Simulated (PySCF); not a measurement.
UHF on Pd⁻ (palladium, charge -1), [Kr] 4d10 5s1, 2S determinant. All numbers are calculated (PySCF 2.14, scalar relativity by spin-free X2C-1e, in x2c-TZVPPall with one added diffuse shell each of s, p, d, f type (9s7p7d3f1g, 95 functions)).

```
cycle= 1 E= -5042.73086005822  delta_E= -6.54e-10  |g|= 1.22e-05  |ddm|= 0.000207
converged SCF energy = -5042.73086005822  <S^2> = 0.75166943  2S+1 = 2.0016687
```

Highest occupied orbital energy: 0.268 eV; ⟨L²⟩ = 0.00; populations by l: s 9.00, p 18.00, d 20.00, f 0.00.

Q: Can this result be used?

A: With care. The run converged. At UHF the highest occupied level has a positive energy, so only the finite basis holds that electron.
